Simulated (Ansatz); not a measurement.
**C7H3NS: where a starting geometry ends**

The starting geometry of this gas-phase singlet was optimised with GFN2-xTB; its bonds are those of `C#Cc1csc(C#N)c1`.

```xyz
12

C    -1.8917    1.3028    1.9185
C    -1.1732    0.5815    1.2832
C    -0.3384   -0.2633    0.5224
C     0.4208   -1.2749    1.0532
C     0.6754   -1.0988   -1.3817
C     1.0474   -1.2818   -2.7158
C    -0.1900   -0.1633   -0.8821
N     1.3529   -1.4323   -3.8117
S     1.3228   -2.1200   -0.1283
H    -2.5175    1.9374    2.4716
H     0.4905   -1.5613    2.0844
H    -0.6989    0.5649   -1.4880
```

Q: Predict what it relaxes into with PBE-D3(BJ)/def2-SVP.

A: It keeps its bonds, and is `C#Cc1csc(C#N)c1`.

The energy falls by 0.18 eV over 7 steps:

```
step  E − E(last) (eV)
   1             0.177
   2             0.007
   3             0.000
   4             0.000
   5             0.000
   6             0.000
   7             0.000
```

Final geometry (Å):

```xyz
12

C    -1.9171    1.3277    1.9603
C    -1.1898    0.5939    1.3021
C    -0.3489   -0.2549    0.5269
C     0.4289   -1.2870    1.0611
C     0.6857   -1.1069   -1.4057
C     1.0737   -1.3036   -2.7541
C    -0.1935   -0.1594   -0.8959
N     1.3974   -1.4690   -3.8723
S     1.3312   -2.1265   -0.1335
H    -2.5572    1.9765    2.5418
H     0.5001   -1.5797    2.1155
H    -0.7103    0.5797   -1.5204
```

The end wasn't checked by frequencies. Run with Ansatz 0.2.0, 41 s on 2 threads of AMD EPYC (Zen 3), with other jobs on the host.
